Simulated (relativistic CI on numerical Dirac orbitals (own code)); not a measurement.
Calculated at this level of theory: Dirac-Coulomb-Breit CI, KLI orbitals optimised for each configuration, model QED, unscaled Slater integrals (own radial code, finite nucleus).

The strongest absorption lines from the ground level of an ion, among the configurations computed and to levels below about 703 eV (vacuum wavelength in Å, gf): 27.775 (0.018), 28.158 (0.0075), 29.088 (0.0079), 30.690 (0.0075), 33.181 (0.64).

(1) Which ion is it?
A. Pt⁵⁶⁺
B. W⁵²⁺
C. Yb⁴⁸⁺
D. Dy⁴⁴⁺

Answers

(1) C. Yb⁴⁸⁺ has 22 electrons and the ground level 3s2.3p6.3d4 3P_0; the strongest line goes to 3s2.3p5.3d5 3D°_1. The pattern of lines fixes the number of electrons, and along that sequence the line energies rise steadily with the charge (about as its square where n changes within one kind of shell, about linearly where n is kept but much faster in heavy ions where fine structure, which grows about as Z⁴, sets the gap, and irregularly where shells cross), which fixes Z. Configurations outside the model, such as inner-shell arrays, can give stronger lines. At this charge energies of transitions that change n are usually good to better than 1 %, and those within a shell (Δn = 0) to a few per cent.

LS names give the leading component of a level, which can be under half, so a name can repeat, a term be missing and a line seem to break the LS rules.
